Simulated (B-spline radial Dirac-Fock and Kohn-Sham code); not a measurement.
# Electron momentum distribution of Pm: Compton profiles

System: neutral promethium, configuration 1s2 2s2 2p6 3s2 3p6 3d10 4s2 4p6 4d10 4f5 5s2 5p6 5d1 6s1 (not the ground configuration).

Method: the impulse approximation on relativistic Hartree-Fock (Dirac-Fock) wave functions, averaged over the configuration. Computed with a radial B-spline solver. pz is in atomic units of momentum; subshell profiles are per electron, for a selection of subshells; open shells are spread over both j values by their weights.

```csv
pz,J total,J 2s1/2,J 4d5/2,J 6s1/2
0,11.06,0.0461,0.119,2.21
0.1,10.65,0.0461,0.119,1.83
0.2,9.793,0.0461,0.119,1.04
0.3,9.033,0.0460,0.119,0.429
0.4,8.510,0.0460,0.119,0.151
0.5,8.107,0.0460,0.119,0.0713
0.6,7.722,0.0459,0.119,0.0607
0.8,6.903,0.0458,0.119,0.0544
1,6.100,0.0457,0.119,0.0343
1.2,5.417,0.0455,0.119,0.0174
1.4,4.886,0.0453,0.118,0.00805
1.6,4.493,0.0451,0.116,0.00405
1.8,4.198,0.0448,0.114,0.00273
2,3.963,0.0445,0.111,0.00246
2.5,3.471,0.0436,0.100,0.00231
3,2.995,0.0426,0.0851,0.00162
4,2.133,0.0401,0.0516,0.000445
5,1.548,0.0371,0.0260,0.000204
7,0.9832,0.0303,0.00557,0.000157
10,0.5993,0.0200,0.00306,3.02e-05
15,0.2819,0.00781,0.00184,1.54e-05
20,0.1485,0.00267,0.000644,6.64e-06
30,0.05273,0.00113,6.97e-05,< 1e-6
40,0.02346,0.00104,9.57e-06,< 1e-6
60,0.006814,0.000481,< 1e-6,< 1e-6
100,0.001098,7.79e-05,< 1e-6,< 1e-6
```

J(0) = 11.06. The 6s1/2 subshell gives the largest part, 20 %.

Mean momentum ⟨p⟩ by subshell (a.u.): 1s1/2 58.8, 2s1/2 20.9, 2p1/2 27.9, 2p3/2 25.8, 3s1/2 10.4, 3p1/2 12.5, 3p3/2 11.9, 3d3/2 14.2, 3d5/2 14.0, 4s1/2 5.20, 4p1/2 5.80, 4p3/2 5.54, 4d3/2 5.91, 4d5/2 5.82, 4f5/2 4.89, 4f7/2 4.84, 5s1/2 1.96, 5p1/2 2.01, 5p3/2 1.89, 5d3/2 1.06, 5d5/2 1.03, 6s1/2 0.446.
